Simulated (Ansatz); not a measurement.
Zr2S4⁻, relaxed as a doublet with UKS PBE0-D4/def2-SVPD in Ansatz, starting from the GFN1-xTB geometry. Force threshold 0.02 eV/Å.

In the def2 sets Zr takes a core potential; there is no spin–orbit coupling. The charge -1 doublet is spin-contaminated (final ⟨S²⟩ up to 1.11, 0.75 for a pure state). The relaxation made no stability test and no search for a lower SCF solution. No other spin state of charge -1 was run. Another isomer (doublet) lies 2.98 eV lower at PBE0-D4/def2-TZVPD; other spin states weren't run for this one.

Start:

```xyz
6

Zr   -2.1811   -0.2346    1.1060
Zr    0.5160   -0.6925   -0.9574
S     2.7057    0.1226   -1.5778
S     1.7147    1.1139    0.0836
S    -1.6537   -1.8805   -0.6236
S    -1.1015    1.5711    1.9692
```

(1) Estimate the energy that the relaxation releases and the steps that it takes.

(2) Does the start keep its bonding?

(3) Predict the relaxed structure.

Results:

(1) 37.6 kcal/mol, in 25 steps; 5.4 min on 4 threads of Arm Neoverse V1 on a shared host. No frequencies were taken in this run, so the end may be a saddle point.

(2) Bonds formed: Zr2–S6 (atoms count from 1).

(3) 
Cartesian coordinates in Å:
```
Zr -2.378 -0.009 0.267
Zr 0.402 -0.149 0.147
S 2.066 -0.182 -1.684
S 2.183 1.488 -0.355
S -1.262 -2.003 -0.387
S -1.010 0.854 2.012
```
Bond lengths (bridged metal pairs left out): 6 × S–Zr 2.38 to 2.55 Å; 1 × S–S 2.14 Å.
